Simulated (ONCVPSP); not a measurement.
# An all-electron radial function and its pseudo partner (chromium)

Columns: radius, all-electron u(r) and pseudo u(r) of the 3s shell (level -74.72 eV) of chromium in the configuration [Ne] 3s2 3p6 3d5 4s0.5 4p0.5; PBE, scalar-relativistic, ONCV scheme, ONCVPSP 4.0.1.

| r (bohr) | all-electron | pseudo |
| --- | --- | --- |
| 0.085 | -0.0179 | 0.0909 |
| 0.170 | -0.5790 | 0.1988 |
| 0.255 | -0.5149 | 0.3342 |
| 0.340 | -0.1120 | 0.4963 |
| 0.425 | 0.3481 | 0.6734 |
| 0.510 | 0.7277 | 0.8453 |
| 0.595 | 0.9860 | 0.9901 |
| 0.680 | 1.1271 | 1.0903 |
| 0.765 | 1.1741 | 1.1368 |
| 0.850 | 1.1541 | 1.1308 |
| 0.935 | 1.0906 | 1.0805 |
| 1.020 | 1.0021 | 0.9995 |
| 1.105 | 0.9021 | 0.9018 |
| 1.190 | 0.7995 | 0.7994 |
| 1.275 | 0.7001 | 0.7001 |
| 1.360 | 0.6073 | 0.6072 |
| 1.445 | 0.5228 | 0.5228 |
| 1.530 | 0.4473 | 0.4472 |
| 1.615 | 0.3808 | 0.3808 |
| 1.700 | 0.3228 | 0.3228 |
| 1.785 | 0.2727 | 0.2727 |
| 1.870 | 0.2297 | 0.2296 |
| 1.955 | 0.1929 | 0.1929 |
| 2.040 | 0.1618 | 0.1617 |
| 2.125 | 0.1353 | 0.1353 |
| 2.210 | 0.1131 | 0.1131 |

Task: How many radial nodes do the two functions have?

Result: The all-electron 3s function has n − l − 1 = 2 (the table is too coarse to show those close to the nucleus); the pseudo-wave has 0, since the states of the same l below it are removed with the core.

Task: At about which radius was the pseudo-wave matched?

Result: 1.20 bohr. The columns agree to 0.0005 from 1.10 bohr on; several derivatives are matched, so the curves merge somewhat inside the radius.

Task: Is the pseudo-wave norm-conserving?

Result: Yes: the ONCV scheme keeps the norm inside the radius equal to the all-electron one, which fixes the energy derivative of the logarithmic derivative at the level.
